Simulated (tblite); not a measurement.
Species: C4H7ClOSi.
Numbering: `[CH3:1][O:2][C:3]1=[C:4]([SiH2:5][Cl:6])[CH2:7]1` (hydrogens: H8, H9, H10 on C1; H11, H12 on Si5; H13, H14 on C7)

The geometry is computed with GFN2-xTB (gas phase).

**Question.** What internal coordinates does the optimisation give?

**Answer.** 
```csv
bond,length (Å),order
C1–O2,1.421,single
O2–C3,1.315,single
C3=C4,1.316,double
C4–Si5,1.840,single
Si5–Cl6,2.031,single
C4–C7,1.531,single
C3–C7,1.477,single
"C1–H8, C1–H9, C1–H10",1.091,single
"Si5–H11, Si5–H12",1.462,single
"C7–H13, C7–H14",1.085,single
```

Bonds in one row agree within 0.01 Å and their mean is given. Orders are formal, as drawn. A selection of angles:
```csv
angle,degrees
O2–C1–H8,106.3
O2–C1–H9,110.8
H8–C1–H9,110.2
C1–O2–C3,114.9
O2–C3–C4,151.5
O2–C3–C7,142.3
C4–C3–C7,66.2
C3–C4–Si5,152.3
C3–C4–C7,62.0
Si5–C4–C7,145.7
C4–Si5–Cl6,106.8
C4–Si5–H11,112.1
Cl6–Si5–H11,107.2
H11–Si5–H12,111.5
C4–C7–H13,119.6
C3–C7–C4,51.8
C3–C7–H13,119.6
H13–C7–H14,113.3
```

Torsions: C1–O2–C3–C4 -1° (synperiplanar); O2–C3–C4–Si5 0° (synperiplanar); C3–C4–Si5–Cl6 -1° (synperiplanar); O2–C3–C7–C4 180° (antiperiplanar). The mirror-image conformer, all signs reversed, is as good.

The 3-membered ring C3–C4–C7 has internal angles of 51.8° to 66.2°. The 7 heavy atoms lie in one plane (0.014 Å rms). The C–C distances run from 1.316 Å (C3=C4, drawn double) to 1.531 Å (C4–C7, drawn single), a spread of 0.215 Å. O2 (ether oxygen) is bent (angle 114.9°). The C–O distances run from 1.315 Å (O2–C3, drawn single) to 1.421 Å (C1–O2, drawn single), a spread of 0.106 Å. Si5 (chlorine-bound silicon) is tetrahedral (angles from 106.8° to 112.1°).

Point group: near Cs, missed by 0.19 Å at most; the miss may be what the optimiser left on a soft mode. Its GFN2-xTB frequencies are all real (lowest 28 cm⁻¹). The numbers are those of one conformer. 2 starts were optimised and ended at 0.00 and 2.46 kcal/mol (GFN2-xTB); the lowest of these is shown.
